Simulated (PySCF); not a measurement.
**BeIn: frontier orbitals**

PBE0 at R = 2.579 Å; basis Be cc-pVDZ, In cc-pVDZ-PP with ECP28; scalar-relativistic core potentials; PySCF 2.14. State: ²Π (doublet), unpaired electrons π ↑. Only the outer orbitals are listed, counted within each symmetry, core potentials removing the inner ones.

```csv
spin,orbital,occ.,ε (eV),on Be (%),main shells (%)
α,4σ,1,-20.99,0,100 In d
α,2π,1,-20.96,0,100 In d
α,1δ,1,-20.90,0,100 In d
α,1δ,1,-20.82,0,100 In d
α,2π,1,-20.81,0,100 In d
α,5σ,1,-10.22,23,"76 In s, 18 Be s"
α,6σ,1,-6.28,62,"62 Be s, 19 In p, 18 In s"
α,3π,1,-4.09,36,"63 In p, 35 Be p"
α,3π,0,-2.49,34,"65 In p, 34 Be p"
α,7σ,0,-2.31,63,"47 Be p, 35 In p, 16 Be s"
α,4π,0,-0.79,62,"62 Be p, 36 In p"
β,4σ,1,-20.98,0,100 In d
β,2π,1,-20.95,0,100 In d
β,1δ,1,-20.83,0,100 In d
β,1δ,1,-20.74,0,100 In d
β,2π,1,-20.73,0,100 In d
β,5σ,1,-9.61,23,"76 In s, 18 Be s"
β,6σ,1,-5.97,66,"64 Be s, 17 In p, 16 In s"
β,3π,0,-2.31,38,"62 In p, 38 Be p"
β,7σ,0,-2.28,59,"49 Be p, 38 In p, 10 Be s"
β,3π,0,-1.82,39,"61 In p, 38 Be p"
```

Problem. Which are the highest filled and the lowest empty level, where do they sit, and how wide is the gap?

Solution. Highest filled α 3π at -4.09 eV (in %: 63 In p, 35 Be p); lowest empty α 3π at -2.49 eV (in %: 65 In p, 34 Be p); the gap at PBE0 is 1.60 eV. Both belong to one degenerate shell, split only by its one-sided filling, so this is no excitation gap.

| Item | Value |
| --- | --- |
| bond order (Mayer) | 1.22 |
| ⟨S²⟩ | 0.760 |
| charge on Be (Mulliken, basis-dependent) | -0.09 |
| charge on Be (Löwdin, basis-dependent) | 0.00 |
| dipole moment (positive dipole means Be(−)In(+)) | 0.34 D |

Spin–orbit coupling is left out. The state was picked by a PBE0 search and need not be the measured ground state.
